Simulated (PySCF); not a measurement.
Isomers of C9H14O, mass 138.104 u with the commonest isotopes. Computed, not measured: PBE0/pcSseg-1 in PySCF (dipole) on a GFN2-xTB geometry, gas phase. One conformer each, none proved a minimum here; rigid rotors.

Problem. Order these by rotational constant A, largest first.
A. `[CH2:1]=[CH:2][CH2:3]/[C:4](=[CH:5]\[CH2:6][CH3:7])[C:8]([CH3:9])=[O:10]` with C1–C2–C3–C4 124°, C2–C3–C4–C5 -74°, C4–C5–C6–C7 -162°, C3–C4–C8–C9 -171°
B. `[CH3:1][C:2]1=[CH:3][C:4](=[O:5])[CH2:6][C:7]([CH3:8])([CH3:9])[CH2:10]1` with C2–C3–C4–O5 -175°, C3–C4–C6–C7 -36°, C4–C6–C7–C8 -64°, C6–C7–C10–C2 -50°
C. `[CH3:1]/[CH:2]=[CH:3]\[C:4](=[CH:5]\[CH2:6][CH3:7])[C:8]([CH3:9])=[O:10]` with C2–C3–C4–C5 151°, C4–C5–C6–C7 113°, C3–C4–C8–C9 -54°
D. `[CH3:1][CH2:2][O:3]/[CH:4]=[CH:5]\[C@@H:6]1[CH2:7][C:8]12[CH2:9][CH2:10]2` with C1–C2–O3–C4 168°, C2–O3–C4–C5 9°, C4–C5–C6–C7 -133°
E. `[O:1]=[CH:2][C@@H:3]1[CH2:4][C@H:5]2[CH2:6][CH2:7][C@@H:8]([CH2:9]1)[CH2:10]2` with O1–C2–C3–C4 -115°
F. `[CH2:1]=[CH:2][C@@:3]12[CH2:4][CH2:5][C@@H:6]([CH2:7]1)[C@H:8]2[O:9][CH3:10]` with C1–C2–C3–C4 -125°, C6–C8–O9–C10 176°
G. `[CH3:1][O:2][C@@H:3]1[CH2:4][C@@H:5]2[CH:6]=[CH:7][C@H:8]1[CH2:9][CH2:10]2` with C1–O2–C3–C4 -170°

Solution. D (2966 MHz), E (2590 MHz), G (2461 MHz), C (1997 MHz), F (1717 MHz), B (1523 MHz), A (1379 MHz).

Problem. Order these by rotational constant B, smallest first.
A. `[CH3:1][O:2][C@@H:3]1[CH2:4][C@@H:5]2[CH:6]=[CH:7][C@H:8]1[CH2:9][CH2:10]2` with C1–O2–C3–C4 -170°
B. `[CH2:1]=[CH:2][CH2:3]/[C:4](=[CH:5]\[CH2:6][CH3:7])[C:8]([CH3:9])=[O:10]` with C1–C2–C3–C4 124°, C2–C3–C4–C5 -74°, C4–C5–C6–C7 -162°, C3–C4–C8–C9 -171°
C. `[O:1]=[CH:2][C@@H:3]1[CH2:4][C@H:5]2[CH2:6][CH2:7][C@@H:8]([CH2:9]1)[CH2:10]2` with O1–C2–C3–C4 -115°
D. `[CH3:1]/[CH:2]=[CH:3]\[C:4](=[CH:5]\[CH2:6][CH3:7])[C:8]([CH3:9])=[O:10]` with C2–C3–C4–C5 151°, C4–C5–C6–C7 113°, C3–C4–C8–C9 -54°
E. `[CH3:1][CH2:2][O:3]/[CH:4]=[CH:5]\[C@@H:6]1[CH2:7][C:8]12[CH2:9][CH2:10]2` with C1–C2–O3–C4 168°, C2–O3–C4–C5 9°, C4–C5–C6–C7 -133°
F. `[CH2:1]=[CH:2][C@@:3]12[CH2:4][CH2:5][C@@H:6]([CH2:7]1)[C@H:8]2[O:9][CH3:10]` with C1–C2–C3–C4 -125°, C6–C8–O9–C10 176°
G. `[CH3:1][C:2]1=[CH:3][C:4](=[O:5])[CH2:6][C:7]([CH3:8])([CH3:9])[CH2:10]1` with C2–C3–C4–O5 -175°, C3–C4–C6–C7 -36°, C4–C6–C7–C8 -64°, C6–C7–C10–C2 -50° (isophorone)

Solution. E (581.1 MHz), D (849.7 MHz), C (963.0 MHz), B (1008 MHz), A (1112 MHz), G (1359 MHz), F (1399 MHz).

Problem. Order these by radius of gyration √(Σ m r²/M), smallest first.
A. `[CH3:1][C@@:2]12[CH:3]=[CH:4][C@@:5]([CH2:6][OH:7])([CH2:8][CH2:9]1)[CH2:10]2` with C4–C5–C6–O7 70°, C5–C6–O7–H -54°
B. `[CH2:1]=[CH:2][CH2:3]/[C:4](=[CH:5]\[CH2:6][CH3:7])[C:8]([CH3:9])=[O:10]` with C1–C2–C3–C4 124°, C2–C3–C4–C5 -74°, C4–C5–C6–C7 -162°, C3–C4–C8–C9 -171°
C. `[CH3:1][CH2:2][O:3]/[CH:4]=[CH:5]\[C@@H:6]1[CH2:7][C:8]12[CH2:9][CH2:10]2` with C1–C2–O3–C4 168°, C2–O3–C4–C5 9°, C4–C5–C6–C7 -133°
D. `[CH2:1]=[CH:2][C@@:3]12[CH2:4][CH2:5][C@@H:6]([CH2:7]1)[C@H:8]2[O:9][CH3:10]` with C1–C2–C3–C4 -125°, C6–C8–O9–C10 176°
E. `[CH3:1]/[CH:2]=[CH:3]\[C:4](=[CH:5]\[CH2:6][CH3:7])[C:8]([CH3:9])=[O:10]` with C2–C3–C4–C5 151°, C4–C5–C6–C7 113°, C3–C4–C8–C9 -54°
F. `[CH3:1][O:2][C@@H:3]1[CH2:4][C@@H:5]2[CH:6]=[CH:7][C@H:8]1[CH2:9][CH2:10]2` with C1–O2–C3–C4 -170°
G. `[O:1]=[CH:2][C@@H:3]1[CH2:4][C@H:5]2[CH2:6][CH2:7][C@@H:8]([CH2:9]1)[CH2:10]2` with O1–C2–C3–C4 -115°

Solution. F (2.020 Å), D (2.062 Å), A (2.115 Å), G (2.150 Å), E (2.362 Å), B (2.460 Å), C (2.669 Å).

| SMILES | point group | Ia (u·Å²) | Ib (u·Å²) | Ic (u·Å²) | κ | μa (D) | μb (D) | μc (D) |
| --- | --- | --- | --- | --- | --- | --- | --- | --- |
| C=CC/C(=C\CC)C(C)=O | C1 | 366.61 | 501.32 | 803.83 | 0.01 | 2.54 | 2.28 | 0.87 |
| CCO/C=C\[C@@H]1CC12CC2 | C1 | 170.40 | 869.63 | 927.17 | -0.97 | 0.28 | 1.21 | 0.20 |
| O=C[C@@H]1C[C@H]2CC[C@@H](C1)C2 | near Cs | 195.10 | 524.78 | 557.12 | -0.93 | 2.94 | 0.12 | 1.24 |
| C/C=C\C(=C\CC)C(C)=O | C1 | 253.02 | 594.77 | 693.79 | -0.81 | 0.81 | 1.34 | 1.77 |
| C=C[C@@]12CC[C@@H](C1)[C@H]2OC | C1 | 294.31 | 361.13 | 519.39 | 0.15 | 0.05 | 0.29 | 1.06 |
| C[C@@]12C=C[C@@](CO)(CC1)C2 | C1 | 169.57 | 523.02 | 543.49 | -0.96 | 1.47 | 0.69 | 0.22 |
| CO[C@@H]1C[C@@H]2C=C[C@H]1CC2 | C1 | 205.33 | 454.29 | 466.90 | -0.96 | 0.07 | 1.04 | 0.64 |
| CC1=CC(=O)CC(C)(C)C1 | C1 | 331.88 | 371.81 | 586.34 | 0.51 | 0.84 | 4.22 | 0.46 |
